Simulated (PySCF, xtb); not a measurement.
pentafluorosilicate (F5Si), SMILES F[Si-](F)(F)(F)F, charge -1. Atoms are numbered in the order given.

```xyz
6

F      0.0000     0.0000     1.6950
Si     0.0000     0.0000     0.0000
F     -1.6604     0.0000     0.0000
F      0.8302     1.4380     0.0000
F      0.8302    -1.4380     0.0000
F      0.0000     0.0000    -1.6950
```
Charge -1, spin multiplicity 1.

Geometry optimised at B3LYP-D3(BJ)/def2-SVPD.

Level of theory: C-PCM-B3LYP/def2-SVPD (PySCF).

The values are the electrostatic part of the solvation free energy, E(continuum) − E(gas) at the gas-phase geometry, in a cavity of scaled van der Waals radii (PySCF's table); cavitation and dispersion terms are not included. In vacuum the orbital gap is 9.33 eV.

| solvent | ε | ΔG(elec) (kcal/mol) | gap (eV) |
|---|---|---|---|
| water | 78.36 | -54.5 | 9.91 |
| chlorobenzene | 5.70 | -45.5 | 9.82 |
| N,N-dimethylformamide | 37.22 | (withheld) | (withheld) |

Q: Fill in the missing entries. (Estimate from the structure and the level; the computed values follow.)

A: 
- N,N-dimethylformamide, ΔG(elec) (kcal/mol): -53.7
- N,N-dimethylformamide, gap (eV): 9.90

For comparison, GFN2-xTB/ALPB(water) (xtb, at the GFN2-xTB geometry, all terms of that model) gives -56.0 kcal/mol.
